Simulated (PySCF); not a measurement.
Structure problem from calculated spectra and properties.

Formula: C4H10OSi2.

* Polarisability: 98.7 au [B3LYP/def2-SVPD]
* XPS: Si2p3/2 106.9, Si2p3/2 107.4, C1s 290.1 (×2), C1s 290.2 (×2), O1s 537.6, Si1s 1846.8, Si1s 1847.4 eV [ΔSCF SCAN, pcX-2 on the ionised atom, pcseg-1 elsewhere, spin-free X2C, 2p3/2 from a spin–orbit splitting computed afterwards within the 2p shell]
* NMR, other nuclei: isotropic shieldings of nuclei other than C and H, by class: 304 (1 O), 315 (1 Si), 377 (1 Si) ppm [GIAO PBE/pcSseg-1]
* Dipole: 0.75 D [B3LYP/def2-SVPD]
* Rotational structure: rotational constants A, B, C: 3.297, 1.095, 1.026 GHz [PBE0-D3(BJ)/def2-SVP]
* Valence photoelectron: vertical ionisation energy: 9.16 eV [ΔSCF B3LYP/def2-SVPD]
* UV, strongest line: among the 10 lowest singlet transitions: S6 at 6.97 eV (178 nm, f = 0.154) [TDDFT B3LYP/def2-SVPD]
* 13C NMR: chemical shifts (computed TMS as zero) by class: 138.4 (2 C), 23.3 (2 C) ppm [GIAO PBE/pcSseg-1]
* 1H NMR: chemical shifts (computed TMS as zero) by class: 6.13 (2 H), 5.64 (1 H), 5.16 (3 H), 1.64 (2 H), 1.62 (2 H) ppm [GIAO PBE/pcSseg-1]
* Triplet: lowest triplet excitation (Tamm–Dancoff): 4.33 eV [TDA B3LYP/def2-SVPD]

Electronic properties: PySCF, gas phase, density fitting. Levels stand in brackets. Geometry: PBE0-D3(BJ)/def2-SVP, one conformer, isolated molecule. NMR values are class means; diastereotopic atoms form classes of their own.

Question: Propose a structure and show how it fits.

Answer: Numbering: `[SiH3:1][O:2][SiH:3]1[CH2:4][CH:5]=[CH:6][CH2:7]1`. Its formula, C4H10OSi2, gives 2 degrees of unsaturation: 1 ring and 1 π bond in the structure found. 4 carbons fall into 2 classes; from least to most shielded: alkene CH carbon [C5/C6] (138.4 ppm, 2 C), ring sp3 carbon bound to silicon [C4/C7] (23.3 ppm, 2 C). Hydrogen classes from least to most shielded: 2 H on 2 alkene CH carbons, C5/C6 (6.13 ppm), 1 H on an oxygen-bound silicon, Si3 (5.64 ppm), 3 H on an oxygen-bound silicon, Si1 (5.16 ppm), 2 H on 2 like atoms (sp3 carbon bound to silicon), C4/C7 (1.64 ppm), 2 H on 2 like atoms (sp3 carbon bound to silicon), C4/C7 (1.62 ppm). The other shieldings belong to: 304 ppm, siloxane oxygen [O2]; 315 ppm, oxygen-bound silicon [Si3]; 377 ppm, oxygen-bound silicon [Si1]. The core levels belong to: Si2p3/2 106.9 eV, oxygen-bound silicon [Si3]; Si2p3/2 107.4 eV, oxygen-bound silicon [Si1]; C1s 290.1 eV, sp3 carbon bound to silicon [C4/C7]; C1s 290.2 eV, alkene CH carbon [C5/C6]; O1s 537.6 eV, siloxane oxygen [O2]; Si1s 1846.8 eV, oxygen-bound silicon [Si3]; Si1s 1847.4 eV, oxygen-bound silicon [Si1]. One atom of each topological class was ionised and stands for its class. The first electron is taken from the HOMO, whose largest Löwdin shares are 0.34 on each of 2 atoms of one kind (alkene CH carbon) and 0.08 on each of 2 atoms of one kind (sp3 carbon bound to silicon). The optimised geometry has point group C1 and is an asymmetric top. Structure: `[SiH3]O[SiH]1CC=CC1`. Computed isomers that give other values at the same levels: `[SiH3]O[C@@H]1C=CC[SiH2]1` (rotational constant A: 3.886 GHz; this holds for the one conformer computed); `COC([SiH3])=C=C[SiH3]` (rotational constant A: 2.216 GHz; this holds for the one conformer computed). The assignments are read from this structure; whether some other isomer fits the data as well wasn't checked.
